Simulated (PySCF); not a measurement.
Gas-phase reaction: WO2Cl2 + Cl2 = WOCl4 + O

Computed with PySCF (xtb for GFN2) and rigid-rotor harmonic-oscillator thermochemistry at 1 bar. † marks an energy on the PBE0/def2-TZVP geometry and frequencies; other levels use their own. MP2 freezes the core. Open shells (unrestricted): O (multiplicity 3, electronic degeneracy 9); the rest are closed-shell singlets. GFN2 has no spin-polarisation term. Spin-orbit splitting is ignored; it lowers the true energy and changes the entropy of O. W: scalar-relativistic def2 core potential, no spin-orbit coupling. MP2 isn't extrapolated to the basis-set limit; its ΔH°(298 K) is 263.2 kJ in def2-SVP and 291.3 kJ in def2-TZVPP. The harmonic model lacks anharmonicity and excited electronic states, which grow with temperature; levels with a mode under 35 cm⁻¹ are left out. Soft modes under 120 cm⁻¹ make the harmonic entropy rough for WO2Cl2, WOCl4.

```json
[
 {"level": "GFN2-xTB", "ΔE electronic, kJ": "467", "ΔH°(298 K), kJ": "466", "ΔS°(298 K), J/K": "-9", "ΔG°(600 K), kJ": "469"},
 {"level": "MP2/def2-SVP†", "ΔE electronic, kJ": "265", "ΔH°(298 K), kJ": "263", "ΔS°(298 K), J/K": "-16", "ΔG°(600 K), kJ": "271"},
 {"level": "MP2/def2-TZVPP†", "ΔE electronic, kJ": "293", "ΔH°(298 K), kJ": "291", "ΔS°(298 K), J/K": "-16", "ΔG°(600 K), kJ": "299"},
 {"level": "PBE/def2-SVP", "ΔE electronic, kJ": "290", "ΔH°(298 K), kJ": "289", "ΔS°(298 K), J/K": "-16", "ΔG°(600 K), kJ": "297"},
 {"level": "LDA/def2-TZVP†", "ΔE electronic, kJ": "358", "ΔH°(298 K), kJ": "356", "ΔS°(298 K), J/K": "-16", "ΔG°(600 K), kJ": "364"},
 {"level": "ωB97X-V/def2-TZVP†", "ΔE electronic, kJ": "277", "ΔH°(298 K), kJ": "275", "ΔS°(298 K), J/K": "-16", "ΔG°(600 K), kJ": "283"}
]
```
ΔH° is lowest at MP2/def2-SVP† and highest at GFN2-xTB. No reference value is set beside these.
